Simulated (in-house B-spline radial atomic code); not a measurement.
Ionisation energies with and without relativity, with size and susceptibility from the Dirac run. Dirac energy differences include first-order Breit, QED and recoil terms. NIST's values go from ground level to ground level; the uncertainty of those that are theory runs from under 0.1 % in few-electron ions to several per cent in heavy many-electron ones. Computed with a radial B-spline atomic code at the basis-set limit: non-relativistic Hartree-Fock and Dirac-Hartree-Fock, averages of the configuration (point nuclei without relativity, finite nuclei with it).

```
 ion      configuration  configuration after  ionisation non-relativistic (eV)  ionisation Dirac Breit and QED (eV)  tabulated value (eV)  radius at density 0.001 (bohr)  diamagnetic susceptibility (10⁻⁶ cm³/mol)
Ag4+           [Kr] 4d7             [Kr] 4d6                             67.68                                66.89                    65                           2.873                                    -18.123
Cd4+           [Kr] 4d8             [Kr] 4d7                             70.60                                69.77                  67.9                           2.829                                    -18.061
In4+           [Kr] 4d9             [Kr] 4d8                             73.53                                72.64                  69.3                           2.785                                    -17.961
Sn4+          [Kr] 4d10             [Kr] 4d9                             76.45                                75.52                 77.03                           2.741                                    -17.831
Sb4+      [Kr] 4d10 5s1            [Kr] 4d10                             51.58                                53.40                    55                           3.161                                    -19.709
Te4+      [Kr] 4d10 5s2        [Kr] 4d10 5s1                             54.29                                56.21                  59.3                           3.284                                    -21.228
 I4+  [Kr] 4d10 5s2 5p1        [Kr] 4d10 5s2                             49.16                                49.53                 51.52                            3.42                                     -23.14
Xe4+  [Kr] 4d10 5s2 5p2    [Kr] 4d10 5s2 5p1                             52.27                                52.67                  54.1                           3.452                                    -24.607
Cs4+  [Kr] 4d10 5s2 5p3    [Kr] 4d10 5s2 5p2                             55.41                                55.85                    56                            3.44                                     -25.73
Ba4+  [Kr] 4d10 5s2 5p4    [Kr] 4d10 5s2 5p3                             58.59                                59.08                    58                           3.407                                    -26.585
```
